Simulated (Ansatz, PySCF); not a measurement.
Gas-phase reaction (SMILES): CC(C)[Si](O)(O)O + O (H2O) -> O[Si](O)(O)O [silicic acid] + CCC [propane]; water cleaves one Si-C bond, a model of a ligand-exchange step.

Geometries: B3LYP-D3(BJ)/def2-TZVP minima from Ansatz (an electronic-structure program), one conformer each, not searched for the lowest. Cores are frozen in the correlated levels unless marked. Spin-orbit coupling is left out. Non-relativistic. CBS marks a two-point X^-3 extrapolation of the correlation energy; Hartree-Fock from the larger set. The bracket is a focal-point correction in the basis named. Thermal terms are rigid-rotor harmonic-oscillator values from B3LYP-D3(BJ) frequencies (Ansatz or PySCF) at 298.15 K and 1 atm. 1 Eh = 627.5095 kcal/mol.

```tsv
species	E, RI-MP2/CBS(cc-pV(T+d)Z,cc-pV(Q+d)Z)+[CCSD(T)-MP2]/cc-pV(T+d)Z (Ansatz) (Eh)	E, PBE0-D4/def2-TZVPD (Ansatz + dftd4) (Eh)	H - E (Eh)
CC(C)[Si](O)(O)O	-634.95658	-635.33907	0.14814
O (H2O)	-76.37659	-76.38102	0.02495
O[Si](O)(O)O	-592.40082	-592.73042	0.06559
CCC	-118.97835	-119.03306	0.10859
```

Task: Work out ΔE and ΔH at 298.15 K at the first level, then ΔH at the second.

Result: 
1. ΔE = [(-592.40082) + (-118.97835)] - [(-634.95658) + (-76.37659)] = -0.04600 Eh = -28.9 kcal/mol at RI-MP2/CBS(cc-pV(T+d)Z,cc-pV(Q+d)Z)+[CCSD(T)-MP2]/cc-pV(T+d)Z.
2. The terms H - E add up to 0.00109 Eh, so ΔH = (-0.04600 + (0.00109))×627.5095 = -28.2 kcal/mol.
3. At PBE0-D4/def2-TZVPD the same steps give ΔE = -27.2 and ΔH = -26.5 kcal/mol, a shift of +1.7 from the first level.
4. These values are not checked against measurement here, since the tables used lack a sound gas-phase enthalpy of formation for at least one species.
